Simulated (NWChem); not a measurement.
System: C2H3ClF2; SMILES CC(F)(F)Cl

NWChem input:

```
start job
memory heap 200 mb stack 900 mb global 1100 mb
geometry units angstroms noautoz
  C     -1.372420    -0.905599     0.000000
  C      0.023552    -0.352687     0.000000
  F      0.702045    -0.766244    -1.077160
  F      0.702045    -0.766244     1.077160
  Cl     0.024837     1.434702     0.000000
  H     -1.907632    -0.567797    -0.895898
  H     -1.907632    -0.567797     0.895898
  H     -1.310122    -2.003335     0.000000
end
basis spherical
  * library def2-tzvpd
end
dft
  xc hfexch
  iterations 150
  semidirect filesize 400000000
  mulliken
end
task dft energy
```

Output (shortened):

```
             Northwest Computational Chemistry Package (NWChem) 7.3.0
             --------------------------------------------------------

 CS  symmetry detected

                             Geometry "geometry" -> ""
                             -------------------------

 Output coordinates in angstroms (scale by  1.889725989 to convert to a.u.)

  No.       Tag          Charge          X              Y              Z
 ---- ---------------- ---------- -------------- -------------- --------------
    1 C                    6.0000    -1.36506630    -0.91005194     0.00000000
    2 C                    6.0000     0.02835323    -0.35073850     0.00000000
    3 F                    9.0000     0.70873723    -0.76117698    -1.07716000
    4 F                    9.0000     0.70873723    -0.76117698     1.07716000
    5 Cl                  17.0000     0.02143441     1.43663757     0.00000000
    6 H                    1.0000    -1.90182311    -0.57471003    -0.89589800
    7 H                    1.0000    -1.90182311    -0.57471003     0.89589800
    8 H                    1.0000    -1.29773054    -2.00749044     0.00000000

 Effective nuclear repulsion energy (a.u.)     246.2091906597

      Symmetry information
      --------------------

 Group name             Cs
 Group number              2
 Group order               2
 No. of unique centers     6

  xc_inp: hfexch multiplicative factor not found.

                                 NWChem DFT Module
                                 -----------------

 Summary of "ao basis" -> "ao basis" (spherical)
 ------------------------------------------------------------------------------
       Tag                 Description            Shells   Functions and Types
 ---------------- ------------------------------  ------  ---------------------
 C                         def2-tzvpd               13       37   6s3p3d1f
 F                         def2-tzvpd               14       40   6s4p3d1f
 Cl                        def2-tzvpd               16       46   6s6p3d1f
 H                         def2-tzvpd                5        9   3s2p

      Symmetry analysis of basis
      --------------------------

        a'        137
        a"         90

            General Information
            -------------------
          SCF calculation type: DFT
          Wavefunction type:  closed shell.
          No. of atoms     :     8
          No. of electrons :    50
           Alpha electrons :    25
            Beta electrons :    25
          Charge           :     0
          Spin multiplicity:     1
          Use of symmetry is: on ; symmetry adaption is: on
          Maximum number of iterations: 150
          AO basis - number of functions:   227
                     number of shells:    85
          Convergence on energy requested:  1.00D-06
          Convergence on density requested:  1.00D-05
          Convergence on gradient requested:  5.00D-04

              XC Information
              --------------
                     Hartree-Fock (Exact) Exchange  1.000

      Superposition of Atomic Density Guess
      -------------------------------------

 Sum of atomic energies:        -735.15651537

      Non-variational initial energy
      ------------------------------

 Total energy =    -737.028020
 1-e energy   =   -1506.102818
 2-e energy   =     522.865608
 HOMO         =      -0.404054
 LUMO         =       0.047740

      Symmetry analysis of molecular orbitals - initial
      -------------------------------------------------

  Numbering of irreducible representations:

     1 a'          2 a"

  Orbital symmetries:

     1 a'          2 a'          3 a"          4 a'          5 a'
     6 a'          7 a'          8 a'          9 a"         10 a'
    11 a"         12 a'         13 a'         14 a'         15 a"
    16 a'         17 a'         18 a"         19 a"         20 a'
    21 a"         22 a'         23 a'         24 a"         25 a'
    26 a'         27 a'         28 a'         29 a"         30 a'
    31 a'         32 a"         33 a'         34 a"         35 a'

------------------------------------------------------------
EAF file 0: "./job.aoints.0" size=991428608 bytes
------------------------------------------------------------
               write      read    awrite     aread      wait
               -----      ----    ------     -----      ----
     calls:     1891         0         0         0         0
   data(b): 9.91e+08  0.00e+00  0.00e+00  0.00e+00
   time(s): 0.00e+00  0.00e+00  0.00e+00  0.00e+00  0.00e+00
rate(mb/s): 0.00e+00  0.00e+00
------------------------------------------------------------

     ---------------------------------------------
      Total Density - Mulliken Population Analysis
     ---------------------------------------------

    Atom       Charge   Shell Charges
 -----------   ------   -------------------------------------------------------
    1 C    6     6.88   0.86  1.12  0.56  0.68  0.18 -0.00  1.29  1.40  0.73  0.01  0.02  0.04  0.00
    2 C    6     4.50   0.85  1.13  0.47  0.59 -0.08  0.01  0.74  0.82 -0.22  0.05  0.22 -0.08  0.02
    3 F    9     9.40   0.77  1.20  0.61  1.00  0.32  0.01  2.33  2.31  0.82  0.01  0.00  0.01  0.00  0.00
    4 F    9     9.40   0.77  1.20  0.61  1.00  0.32  0.01  2.33  2.31  0.82  0.01  0.00  0.01  0.00  0.00
    5 Cl  17    17.49   2.01  0.45  1.52  1.10  0.90  0.04  4.19  1.69  1.11  2.90  1.52  0.04  0.01  0.02  0.01  0.00
    6 H    1     0.77   0.24  0.44  0.03  0.02  0.03
    7 H    1     0.77   0.24  0.44  0.03  0.02  0.03
    8 H    1     0.80   0.24  0.44  0.06  0.02  0.03

   convergence    iter        energy       DeltaE   RMS-Dens  Diis-err
 ---------------- ----- ----------------- --------- --------- ---------
 d= 0,ls=0.0,diis     1   -735.8663669913 -9.82D+02  4.52D-03  1.14D+00
 d= 0,ls=0.0,diis     2   -735.9522762153 -8.59D-02  1.45D-03  5.03D-01
 d= 0,ls=0.0,diis     3   -735.9955775111 -4.33D-02  4.47D-04  7.00D-03
 d= 0,ls=0.0,diis     4   -735.9971371014 -1.56D-03  1.15D-04  6.39D-04
 d= 0,ls=0.0,diis     5   -735.9972698977 -1.33D-04  5.00D-05  7.31D-05
  Resetting Diis
 d= 0,ls=0.0,diis     6   -735.9972862315 -1.63D-05  1.81D-05  5.52D-06
 d= 0,ls=0.0,diis     7   -735.9972880956 -1.86D-06  4.08D-06  4.98D-07
 d= 0,ls=0.0,diis     8   -735.9972882375 -1.42D-07  2.04D-06  1.09D-07

         Total DFT energy =     -735.997288237483
      One electron energy =    -1507.660242794583
           Coulomb energy =      584.660349340105
    Exchange-Corr. energy =      -59.206585442681
 Nuclear repulsion energy =      246.209190659676

 Numeric. integr. density =        0.000000000000

                  Occupations of the irreducible representations
                  ----------------------------------------------

                     irrep           alpha         beta
                     --------     --------     --------
                     a'               17.0         17.0
                     a"                8.0          8.0

                       DFT Final Molecular Orbital Analysis
                       ------------------------------------

 Vector   23  Occ=2.000000D+00  E=-5.311070D-01  Symmetry=a'
              MO Center= -9.5D-02,  2.1D-01, -3.0D-15, r^2= 2.8D+00
   Bfn.  Coefficient  Atom+Function         Bfn.  Coefficient  Atom+Function
  ----- ------------  ---------------      ----- ------------  ---------------
   171      0.336460  5 Cl py               174      0.186038  5 Cl py
     5     -0.182851  1 C  s                 45     -0.180080  2 C  py
    48     -0.176267  2 C  py                82      0.163945  3 F  py
   122      0.163945  4 F  py               168      0.157419  5 Cl py
    42      0.147482  2 C  s                 85      0.144029  3 F  py

 Vector   24  Occ=2.000000D+00  E=-4.776710D-01  Symmetry=a"
              MO Center=  1.7D-02,  1.3D+00, -3.6D-15, r^2= 1.4D+00
   Bfn.  Coefficient  Atom+Function         Bfn.  Coefficient  Atom+Function
  ----- ------------  ---------------      ----- ------------  ---------------
   172      0.545726  5 Cl pz               175      0.362535  5 Cl pz
   169      0.252866  5 Cl pz               163     -0.198350  5 Cl pz
   166     -0.101476  5 Cl pz                15     -0.075704  1 C  pz
    82      0.074087  3 F  py               122     -0.074087  4 F  py
    52      0.072696  2 C  pz                85      0.066967  3 F  py

 Vector   25  Occ=2.000000D+00  E=-4.713500D-01  Symmetry=a'
              MO Center= -5.6D-02,  1.2D+00,  4.1D-15, r^2= 1.9D+00
   Bfn.  Coefficient  Atom+Function         Bfn.  Coefficient  Atom+Function
  ----- ------------  ---------------      ----- ------------  ---------------
   170      0.527756  5 Cl px               173      0.357940  5 Cl px
   167      0.245043  5 Cl px               161     -0.191885  5 Cl px
   164     -0.098156  5 Cl px                 8      0.091586  1 C  py
    11      0.085311  1 C  py                 5     -0.084574  1 C  s
   220     -0.070447  8 H  s                 44     -0.063670  2 C  px

 Vector   26  Occ=0.000000D+00  E= 5.954798D-02  Symmetry=a'
              MO Center= -5.4D-01,  2.3D+00,  5.9D-12, r^2= 1.4D+01
   Bfn.  Coefficient  Atom+Function         Bfn.  Coefficient  Atom+Function
  ----- ------------  ---------------      ----- ------------  ---------------
     5      6.706274  1 C  s                 43      4.214464  2 C  s
   160     -3.195211  5 Cl s                203     -2.500125  6 H  s
   212     -2.500125  7 H  s                177      1.840908  5 Cl py
    80     -1.515008  3 F  s                120     -1.515008  4 F  s
     6      1.453052  1 C  s                221     -1.367931  8 H  s

 Vector   27  Occ=0.000000D+00  E= 7.683458D-02  Symmetry=a'
              MO Center= -1.0D+00,  6.0D-02, -4.2D-17, r^2= 1.8D+01
   Bfn.  Coefficient  Atom+Function         Bfn.  Coefficient  Atom+Function
  ----- ------------  ---------------      ----- ------------  ---------------
     5      5.578500  1 C  s                  6      3.279416  1 C  s
    43     -3.288871  2 C  s                160      2.645231  5 Cl s
   221     -2.042921  8 H  s                203     -1.845997  6 H  s
   212     -1.845997  7 H  s                177     -1.491770  5 Cl py
    50      1.468942  2 C  px                80     -1.145688  3 F  s

 Vector   28  Occ=0.000000D+00  E= 8.845520D-02  Symmetry=a'
              MO Center=  3.2D-01,  8.7D-01, -3.9D-16, r^2= 1.7D+01
   Bfn.  Coefficient  Atom+Function         Bfn.  Coefficient  Atom+Function
  ----- ------------  ---------------      ----- ------------  ---------------
    42      3.922840  2 C  s                221     -3.605025  8 H  s
    14     -2.708844  1 C  py                80     -2.333384  3 F  s
   120     -2.333384  4 F  s                203      1.969912  6 H  s
   212      1.969912  7 H  s                176      1.391329  5 Cl px
    43      1.309013  2 C  s                 63     -0.914097  2 C  d -2

------------------------------------------------------------
EAF file 0: "./job.aoints.0" size=1244135424 bytes
------------------------------------------------------------
               write      read    awrite     aread      wait
               -----      ----    ------     -----      ----
     calls:     2373         7         0     16604     16604
   data(b): 1.24e+09  3.67e+06  0.00e+00  8.71e+09
   time(s): 0.00e+00  0.00e+00  0.00e+00  0.00e+00  0.00e+00
rate(mb/s): 0.00e+00  0.00e+00
------------------------------------------------------------

     ---------------------------------------------
      Total Density - Mulliken Population Analysis
     ---------------------------------------------

    Atom       Charge   Shell Charges
 -----------   ------   -------------------------------------------------------
    1 C    6     6.55   0.85  1.12  0.47  0.72 -0.20  0.02  1.27  1.37  0.79  0.02  0.04  0.06  0.00
    2 C    6     5.07   0.85  1.12  0.49  0.67 -0.15 -0.00  1.06  1.06 -0.33  0.06  0.28 -0.09  0.03
    3 F    9     9.27   0.77  1.20  0.60  1.01  0.35  0.03  2.24  2.26  0.78  0.01  0.00  0.02 -0.01  0.00
    4 F    9     9.27   0.77  1.20  0.60  1.01  0.35  0.03  2.24  2.26  0.78  0.01  0.00  0.02 -0.01  0.00
    5 Cl  17    17.34   2.01  0.45  1.52  1.08  0.93  0.05  4.18  1.69  1.08  2.81  1.46  0.03  0.01  0.03  0.01  0.00
    6 H    1     0.82   0.26  0.48  0.02  0.02  0.04
    7 H    1     0.82   0.26  0.48  0.02  0.02  0.04
    8 H    1     0.86   0.26  0.48  0.06  0.02  0.04

     -------------------------------------------
      Total Density - Lowdin Population Analysis
     -------------------------------------------

    Atom       Charge   Shell Charges
 -----------   ------   -------------------------------------------------------
    1 C    6     6.03   0.91  1.04  0.32  0.27  0.12  0.06  1.09  1.31  0.43  0.02  0.21  0.22  0.03
    2 C    6     6.91   0.91  1.03  0.30  0.22  0.11  0.07  0.92  1.01  0.42  0.09  0.93  0.68  0.21
    3 F    9     9.00   0.86  1.10  0.58  0.64  0.29  0.08  2.12  2.17  0.78  0.13  0.00  0.02  0.22  0.00
    4 F    9     9.00   0.86  1.10  0.58  0.64  0.29  0.08  2.12  2.17  0.78  0.13  0.00  0.02  0.22  0.00
    5 Cl  17    16.32   1.98  0.85  1.13  0.80  0.55  0.13  3.93  1.90  1.23  2.38  1.14  0.11  0.01  0.05  0.13  0.01
    6 H    1     0.91   0.24  0.35  0.11  0.06  0.16
    7 H    1     0.91   0.24  0.35  0.11  0.06  0.16
    8 H    1     0.91   0.24  0.35  0.11  0.06  0.15

     Multipole analysis of the density
     ---------------------------------

     L   x y z        total         alpha         beta         nuclear
     -   - - -        -----         -----         ----         -------
     0   0 0 0      0.000000    -25.000000    -25.000000     50.000000

     1   1 0 0     -0.859416     -0.429708     -0.429708     -0.000000
     1   0 1 0     -0.320095     -0.160047     -0.160047      0.000000
     1   0 0 1     -0.000000     -0.000000     -0.000000      0.000000

     2   2 0 0    -25.248599    -64.677185    -64.677185    104.105771
     2   1 1 0      1.514179     -4.596193     -4.596193     10.706565
     2   1 0 1      0.000000      0.000000      0.000000      0.000000
     2   0 2 0    -25.708795   -112.690050   -112.690050    199.671305
     2   0 1 1     -0.000000     -0.000000     -0.000000      0.000000
     2   0 0 2    -27.323643    -53.818783    -53.818783     80.313924
```

Level: Hartree-Fock/def2-TZVPD. All runs use the structure optimised with PBE0/def2-SVP.
